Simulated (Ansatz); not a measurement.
Calculated with Ansatz (gas phase, PBE0-D4/def2-TZVP geometries, no zero-point term in ΔE). CCSD(T)/CBS is the MP2 limit (def2-TZVPP, def2-QZVPP) plus CCSD(T) − MP2 in def2-TZVPP, frozen cores. Double bonds are as drawn, so ΔE can hold a change between cis and trans. Functionals use def2-TZVPP. HSE06 is defined as in plane-wave codes. One conformer a species, not always the lowest.

`[OH][AlH][CH]=S` + `N/C=C\F` → `[NH2][AlH][CH]=S` + `O/C=C\F`  (formal exchange of groups at the Al–O bond)

```json
{"level": "LDA (SPW92)", "ΔE (kJ/mol)": "59.7", "difference from CCSD(T)/CBS": "-2.4"}
{"level": "r2SCANh-D4", "ΔE (kJ/mol)": "61.8", "difference from CCSD(T)/CBS": "-0.3"}
{"level": "CAM-B3LYP-D4", "ΔE (kJ/mol)": "62.0", "difference from CCSD(T)/CBS": "-0.1"}
{"level": "ωB97M-V", "ΔE (kJ/mol)": "60.9", "difference from CCSD(T)/CBS": "-1.2"}
{"level": "PBE-QIDH", "ΔE (kJ/mol)": "63.4", "difference from CCSD(T)/CBS": "1.3"}
{"level": "BLYP", "ΔE (kJ/mol)": "60.8", "difference from CCSD(T)/CBS": "-1.3"}
{"level": "PBE0", "ΔE (kJ/mol)": "60.9", "difference from CCSD(T)/CBS": "-1.2"}
{"level": "r2SCANh", "ΔE (kJ/mol)": "61.9", "difference from CCSD(T)/CBS": "-0.2"}
{"level": "r2SCAN0", "ΔE (kJ/mol)": "62.6", "difference from CCSD(T)/CBS": "0.5"}
{"level": "HSE06", "ΔE (kJ/mol)": "60.7", "difference from CCSD(T)/CBS": "-1.4"}
{"level": "CAM-B3LYP", "ΔE (kJ/mol)": "62.3", "difference from CCSD(T)/CBS": "0.2"}
{"level": "LC-ωPBE", "ΔE (kJ/mol)": "61.6", "difference from CCSD(T)/CBS": "-0.5"}
{"level": "MP2/def2-SVP", "ΔE (kJ/mol)": "61.1", "difference from CCSD(T)/CBS": "-1.0"}
{"level": "CCSD/def2-SVP", "ΔE (kJ/mol)": "57.1", "difference from CCSD(T)/CBS": "-5.0"}
{"level": "CCSD(T)/def2-SVP", "ΔE (kJ/mol)": "56.0", "difference from CCSD(T)/CBS": "-6.1"}
{"level": "CCSD(T)/def2-TZVPP", "ΔE (kJ/mol)": "60.8", "difference from CCSD(T)/CBS": "-1.3"}
{"level": "CCSD(T)/CBS", "ΔE (kJ/mol)": "62.1", "difference from CCSD(T)/CBS": "0"}
```

(1) What do rigid-rotor, harmonic-oscillator terms from PBE0-D4/def2-TZVP frequencies (298.15 K, 1 bar) make of the CCSD(T)/CBS value? (An estimate is asked.)

Largest T1 diagnostic among the species: 0.016.

Answers

(1) Computed: ΔZPE = -1.1 kJ/mol, ΔH = +61.2 kJ/mol, ΔS = 2 J/(mol·K), ΔG = +60.7 kJ/mol.

At CCSD(T), def2-SVP lies −6.1 kJ/mol from the extrapolated value and def2-TZVPP −1.3 kJ/mol. Leaving LDA and LC-ωPBE aside and taking each functional with its dispersion term where it has one, the values, not all of them listed here, spread over 4.4 kJ/mol, from B97M-V to B2PLYP.
